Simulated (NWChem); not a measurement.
# C3H3NOSi; SMILES C#C[SiH2]OC#N

```xyz
9

C      1.3644    -2.3989    -0.0781
C      0.4050    -1.6541    -0.0095
Si    -1.0245    -0.5367     0.1066
O     -0.5832     1.0021    -0.5115
C      0.3249     1.7851    -0.0671
N      1.1385     2.5220     0.3128
H      2.2156    -3.0555    -0.1395
H     -1.4436    -0.3567     1.5187
H     -2.1298    -0.9515    -0.7842
```
Atoms are numbered in this order, from 1.

Geometry: optimised at PBE0/def2-SVP.

Task: Give the principal values of the shielding tensors (ppm) of C1, C2, Si3, O4, C5 from PBE0/pcSseg-1, GIAO (NWChem), with their diamagnetic and paramagnetic parts as GIAO splits them.

Result: 
```
atom    σ11    σ22    σ33  isotropic  diamagnetic  paramagnetic
----  -----  -----  -----  ---------  -----------  ------------
C1    -11.1   -7.7  238.3       73.2        260.2        -187.1
C2      5.7   15.6  288.9      103.4        258.5        -155.1
Si3   343.7  372.1  434.1      383.3        880.5        -497.2
O4    235.8  263.2  348.2      282.4        397.4        -115.1
C5    -38.7  -37.9  287.9       70.4        258.5        -188.1
```
